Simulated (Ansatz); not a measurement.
F3Sb, SMILES [F][Sb-]([F])[F], charge -1, multiplicity 2. Atoms are numbered in the order given.

```xyz
4

Sb     0.0679     0.0000     0.0000
F      2.2127     0.0000     0.0000
F     -1.1403     1.7196     0.0000
F     -1.1403    -1.7196     0.0000
```
Charge -1, spin multiplicity 2.

The structure is a stationary point at r2SCAN-D4/def2-SVPD. The def2 effective core potentials stand for the cores of Sb; spin–orbit coupling is left out.

Two levels are set side by side: PBE-D3(BJ)/def2-SVPD (Ansatz, an electronic-structure program) and r2SCAN-D4/def2-SVPD (Ansatz). Each level has its own optimised geometry; the coordinates shown are those of the second. Differences are taken from unrounded values.

```tsv
quantity	r2SCAN-D4
mean bond length (Å)	2.116
bond Sb1–F2 (Å)	2.145
bond Sb1–F3 (Å)	2.102
bond Sb1–F4 (Å)	2.102
```

Q: What does PBE-D3(BJ) give, and how far is it from r2SCAN-D4? (The exact figures need the calculation; the answer reports its results.)

A: 
```
quantity              PBE-D3(BJ)  PBE-D3(BJ) minus r2SCAN-D4
--------------------  ----------  --------------------------
mean bond length (Å)       2.139                       0.023
bond Sb1–F2 (Å)            2.139                      -0.006
bond Sb1–F3 (Å)            2.139                       0.037
bond Sb1–F4 (Å)            2.139                       0.037
```

On these quantities the two levels nearly agree.
